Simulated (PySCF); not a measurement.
RbH from Hartree–Fock to correlated methods

State: ¹Σ⁺ (singlet), closed shell. Set-up: Rb def2-SVP with ECP28, H def2-SVP; scalar-relativistic core potentials (PySCF 2.14). De refers to Rb + H in their ground configurations, without counterpoise correction. A positive dipole means Rb(−)H(+).

```
      Level  Re (Å)  ωe (cm⁻¹)  De (eV)  μ (D)  CPU s a point (SCF and correlation, without the integrals)
        RHF   2.482        920     0.70  -9.70                                                       0.019
    RHF-MP2   2.419        951     1.15    n/a                                                       0.028
RHF-SCS-MP2   2.425        945     1.27    n/a                                                         n/a
   RHF-CCSD   2.430        915     1.35    n/a                                                         n/a
RHF-CCSD(T)   2.430        912     1.36    n/a                                                        0.29
        PBE   2.426        899     1.62  -7.41                                                        0.26
       BLYP   2.441        886     1.73  -7.32                                                         0.2
     r²SCAN   2.437        914     1.64  -8.40                                                        0.37
      B3LYP   2.428        918     1.70  -7.94                                                        0.27
       PBE0   2.418        931     1.55  -8.17                                                        0.39
       MN15   2.431        910     1.73  -8.77                                                         0.4
```

Q: Which functional lies closest to RHF-CCSD(T) in De, which farthest, and by how much do they differ from it?

A: Closest is PBE0 (-1.2 pm in Re, +2.1 % in ωe, +0.19 eV in De against RHF-CCSD(T) in the same basis), farthest BLYP (+1.1 pm in Re, -2.9 % in ωe, +0.37 eV in De). CCSD(T) converges more slowly with the basis than the functionals do and binds too weakly in this one, so the order can change at the basis-set limit.

Q: What does a quarter of exact exchange do here, going from PBE to PBE0?

A: PBE0 less PBE: -0.8 pm in Re, +3.6 % in ωe, -0.07 eV in De. Exact exchange removes part of the self-interaction that spreads semilocal densities, and in most molecules shortens and stiffens the bond and lowers De; so it does here.

Q: What does the step from GGA to meta-GGA do here, going from PBE to r²SCAN?

A: r²SCAN less PBE: +1.1 pm in Re, +1.7 % in ωe, +0.02 eV in De. 

Measured (Huber and Herzberg, Constants of Diatomic Molecules (1979)): Re = 2.367 Å, ωe = 936.94 cm⁻¹.

Correlated steps freeze no core orbitals. Correlated levels converge slowly with the basis: in double zeta they bind strong bonds too weakly, by up to about 1 eV, and carry superposition errors of some tenths. Where the molecule has an RHF reference, its open-shell atoms are computed with UHF. The CCSD T1 diagnostic is raised, a sign that a single reference may not be enough here.

The whole job (state search and all levels along the bond) took about 0.56 min on 1 thread of Arm Neoverse V1 (shared host), peak memory 0.36 GiB.
